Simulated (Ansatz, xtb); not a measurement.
Two isomers of C2H7NSi

Structure a: `C1C[SiH2]N1`, a singlet. Structure b: `C=N[SiH2]C`, a singlet. Both are isolated molecules in the gas phase, relaxed with PBE0-D3(BJ)/def2-SVP; the shapes shown needn't be the lowest conformers.

a (Å):

```yaml
atoms:
  - { symbol: C, position_ang: [0.3903, 1.2521, 0.6101] }
  - { symbol: C, position_ang: [-0.0707, -0.2327, 0.6276] }
  - { symbol: N, position_ang: [-0.2642, 1.6768, -0.6227] }
  - { symbol: Si, position_ang: [-0.9816, 0.1489, -0.9904] }
  - { symbol: H, position_ang: [0.0452, 1.8059, 1.5044] }
  - { symbol: H, position_ang: [1.4930, 1.3451, 0.5769] }
  - { symbol: H, position_ang: [-0.6998, -0.4933, 1.4902] }
  - { symbol: H, position_ang: [0.7542, -0.9560, 0.5636] }
  - { symbol: H, position_ang: [-0.5265, -0.5530, -2.2365] }
  - { symbol: H, position_ang: [-2.4800, 0.0650, -0.9920] }
  - { symbol: H, position_ang: [-0.1960, 2.6159, -0.9868] }
```

b (Å):

```xyz
11

C    -0.6979    0.8203    2.3450
C    -0.8386    0.0417   -1.5285
N    -1.0265    0.0378    1.4124
Si    0.0122   -0.4260    0.0693
H     0.2976    1.3096    2.4379
H    -1.4148    1.0688    3.1512
H     1.3607    0.2352    0.1675
H     0.1954   -1.9055    0.1529
H    -0.2494   -0.2928   -2.3962
H    -1.8330   -0.4262   -1.5814
H    -0.9671    1.1326   -1.5991
```

**Question.** Estimate which is lower in electronic energy at CCSD(T)/def2-SVP + ΔMP2/def2-TZVPP, and by roughly how much.

**Answer.** The CCSD(T)/def2-SVP + ΔMP2/def2-TZVPP calculation puts structure b lower, by 3.3 kcal/mol.

How the difference moves with the method:

```csv
level,geometry,E(b) − E(a) (kcal/mol),departure from the last row (kcal/mol),"job, with rough time for the two"
GFN2-xTB,GFN2-xTB,+10.4,+13.7,"optimisation, 0.38 s"
HF/STO-3G,GFN2-xTB,+9.5,+12.9,"single point, 0.4 s"
r2SCAN-D4/def2-SVP,GFN2-xTB,−0.7,+2.6,"single point, 3 s"
PBE0-D3(BJ)/def2-SVP,PBE0-D3(BJ)/def2-SVP,+2.2,+5.5,"optimisation, 46 s"
HF/def2-SVP,PBE0-D3(BJ)/def2-SVP,−5.7,−2.4,part of the CCSD(T) run
MP2/def2-SVP,PBE0-D3(BJ)/def2-SVP,−2.0,+1.3,part of the CCSD(T) run
CCSD(T)/def2-SVP,PBE0-D3(BJ)/def2-SVP,−4.1,−0.8,single point
CCSD(T)/def2-SVP + ΔMP2/def2-TZVPP,PBE0-D3(BJ)/def2-SVP,−3.3,,"single point, 23 s"
```

As drawn, b has 1 C=N, 1 C–H in place of 1 C–C, 1 C–N, 1 N–H. Structure a has a 4-membered ring, b no ring.

GFN2-xTB, HF/STO-3G, PBE0-D3(BJ)/def2-SVP put the two in the other order. The largest departure from CCSD(T)/def2-SVP + ΔMP2/def2-TZVPP is that of GFN2-xTB, 13.7 kcal/mol. The last row adds to CCSD(T) the change of the MP2 difference between the two basis sets, here +0.8 kcal/mol.

With harmonic frequencies from PBE0-D3(BJ)/def2-SVP (ideal gas, rigid rotor, one conformer each, 298.15 K, 1 atm): on the last row, ΔE + ΔZPE = −5.8, ΔH = −5.1, ΔG = −6.6 kcal/mol.

The correlated steps freeze 8 core orbitals. Mirror images aren't counted in ΔG. Codes used: Ansatz 0.2.0, xtb 6.7.1; the last row on 2 threads of Intel(R) Xeon(R) Processor @ 2.70GHz on a shared host.
